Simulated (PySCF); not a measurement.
A structure optimised at TPSSh-D3(BJ)/def2-SVP, used in a PySCF frequency run:

```
B
F 1 1.3167
Cl 1 1.7494 2 119.16
Br 1 1.9080 2 119.09 3 180.00
```
Charge 0, spin multiplicity 1.

Write its SMILES, formula and point group.

FB(Cl)Br, BBrClF, Cs

What are its rotational constants (standard atomic weights)?

6.5002, 1.8846, 1.4610 GHz
